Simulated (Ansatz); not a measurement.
Input and output for C$_{3}$H$_{4}$Si.

```yaml
crystal:
  periodic: [false, false, false]
  atoms:
    - {symbol: C, position_ang: [-0.412635, 0.482079, 0.838278]}
    - {symbol: C, position_ang: [-0.383791, 1.312167, -0.192730]}
    - {symbol: Si, position_ang: [0.343222, -0.389977, -0.668453]}
    - {symbol: C, position_ang: [-0.084115, -0.760250, 1.156839]}
    - {symbol: H, position_ang: [0.032698, 2.308682, -0.232825]}
    - {symbol: H, position_ang: [-0.480303, -1.191066, -1.594362]}
    - {symbol: H, position_ang: [1.784139, -0.300813, -0.973502]}
    - {symbol: H, position_ang: [-0.707017, -1.517821, 1.610855]}
basis:
  gaussian: {orbitals: def2-mTZVPP}
magnetization: {spin_polarized: false, initial_magnetization: 2}
hamiltonian: {xc: {name: HF}}
correlation: {method: rpa}
accuracy: high
```

```sh
$ ansatz run in.yaml --threads 2 --pin off --events-out ev --progress --plain --max-ram 4352MiB
```

Shortened log:

```
Functional definition: HF
2200 factors; integrals over basis functions are off by at most 3.8e-9 eV
mean field evaluation 1: about -11008.3569 eV, gradient 2.9e1 eV
mean field evaluation 2: about -11008.3667 eV, gradient 2.9e1 eV
mean field evaluation 4: about -11011.0954 eV, gradient 4.2e0 eV
mean field evaluation 8: about -11011.1805 eV, gradient 1.3e-1 eV
mean field evaluation 16: about -11011.1809 eV, gradient 1.8e-3 eV
mean field -11011.21598859 eV, -404.6547239106 hartree, gradient 1.7e-8 eV, S^2 2.000000; 6 other end points of the search recorded, 0 dependent functions left out
8 core orbitals not correlated: weight in the atoms' cores, before any rotation towards them, 1.000 or more for the frozen orbitals, at most 0.000 for the correlated occupied ones
reference -11011.21598859 eV, -404.6547239106 hartree; 11, 9 occupied and 85, 87 virtual orbitals, 2200 factors
Total energy: -11026.70748228 eV, -405.2240258031 hartree
```

Run time 8.5 s (2 threads of an AMD EPYC 9B14 on a shared host); peak host memory 0.46 GiB.
